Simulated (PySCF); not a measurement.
Molecule: SMILES C[C@@H]1[C@H](F)[C@@H]1OC(F)F, C5H7F3O.

Bonds (- single, = double, # triple, : aromatic): C1-C2, C2-C3, C3-F4, C3-C5, C5-O6, O6-C7, C7-F8, C7-F9, C5-C2. C1 carries H10, H11, H12; C2 carries H13; C3 carries H14; C5 carries H15; C7 carries H16. Stereochemistry as in C[C@@H]1[C@H](F)[C@@H]1OC(F)F.

Frames of a GFN2-xTB Langevin trajectory at 400 K; GIAO PBE0/pcSseg-1 shieldings in PySCF 2.14, gas phase, non-relativistic; equivalent atoms averaged within each frame.

δ = σ(ref) − σ, references computed at the same level: 13C (186.93 ppm), 1H (31.72 ppm) vs TMS; 19F (170.95 ppm) against CFCl3; 17O (336.08 ppm) vs H2O. The references are static minima.

How do the shifts (ppm) fluctuate along the trajectory?

Results:


```tsv
time (fs)	C7	C3	C5	C2	C1	F9	F8	F4	O6	H16
250	124.1	73.9	66.5	28.3	8.5	-98.5	-112.5	-278.1	118.6	6.30
425	129.0	81.2	62.4	16.7	5.8	-66.8	-102.8	-244.5	97.1	6.35
625	127.3	81.4	72.3	16.9	6.6	-68.5	-80.3	-258.3	118.5	6.93
800	127.2	70.8	60.7	16.2	4.6	-93.3	-80.7	-269.9	94.8	6.67
1000	133.4	74.1	59.3	18.5	11.2	-89.2	-104.2	-269.6	129.2	5.56
mean of frames	128.2	76.3	64.2	19.3	7.3	-83.2	-96.1	-264.1	111.7	6.36
standard deviation	3.4	4.8	5.3	5.1	2.6	14.7	14.7	13.0	15.0	0.52
```

5 frames give an uncertainty of the mean of about the standard deviation over 2.2 at best, since frames this close in time may not be independent; classical motion lacks zero-point vibration, and the reference would need the same averaging.
